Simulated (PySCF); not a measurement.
Cartesian coordinates (Å):
SMILES: OB(O)Br
```xyz
6

O     -0.7424    -0.9783    -0.0370
B      0.3572    -0.1872    -0.0068
O      0.3833     1.1665     0.0442
Br     2.0616    -1.0805    -0.0410
H     -1.5850    -0.5180    -0.0197
H     -0.4747     1.5974     0.0603
```
Charge 0, spin multiplicity 1.

**Question.** Estimate the HOMO–LUMO gap, S1 oscillator strength and dipole moment that PBE0-D3(BJ)/def2-TZVP run with PySCF 2.14.0 returns for this input.

**Answer.** 
| Quantity | Value |
|---|---|
| HOMO–LUMO gap | 7.98 eV |
| S1 oscillator strength | 0.013 |
| dipole moment | 4.09 D |
